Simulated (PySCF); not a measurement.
C₂H₈Si₂, charge -1, doublet, at the geometry of the source list (a state made from the parent by changing its charge; the spin is typed, not shown lowest) (in this run its highest filled SCF level lies above zero, so its values depend strongly on the basis, on diffuse functions most of all). Base run: CAMB3LYP/6-31G in PySCF.

Geometry (Å):
```xyz
12

C      0.2552     0.3605     1.2521
Si     1.3473    -0.2490    -0.2032
C     -0.2596    -0.3898    -1.2423
Si    -1.3425     0.2812     0.1925
H      0.5055     1.3469     1.6319
H      0.2506    -0.3047     2.1122
H      2.3046     0.7414    -0.6987
H      2.0375    -1.5202     0.0368
H     -0.2746     0.2100    -2.1479
H     -0.5043    -1.4050    -1.5456
H     -1.9599     1.5821    -0.0714
H     -2.3600    -0.6534     0.6836
```
Charge -1, spin multiplicity 2.
Orbitals are unrestricted.
All else is at PySCF's defaults.
Base energy -659.75902 Eh.

Each row names what was changed in the base input (with any setting that the change needs).

| change | ΔE vs base (mEh) | grid points | electrons on the grid |
|---|---|---|---|
| base | 0.000 | 145064 | 48.99996 |
| grids.level = 7 | -0.003 | 748224 | 49.00000 |
| grids.atom_grid = (50, 194) | 0.020 | 79248 | 48.99978 |
| grids.level = 4 | -0.003 | 240720 | 49.00000 |
| grids.prune = off | 0.000 | 235544 | 48.99997 |
| grids.level = 2 | -0.003 | 89248 | 48.99999 |
| grids.prune = dft.gen_grid.treutler_prune | -0.001 | 127496 | 48.99997 |
| grids.level = 5 | -0.003 | 361384 | 49.00000 |
| grids.atom_grid = (99, 590) | -0.003 | 388584 | 49.00000 |
| grids.level = 0 | -53.236 | 10384 | 49.02369 |
| grids.atom_grid = (30, 110) | 0.395 | 29592 | 49.00052 |

Open shells are given as the SCF converged; they aren't shown to be the lowest states, and a large step between rows can be another state.
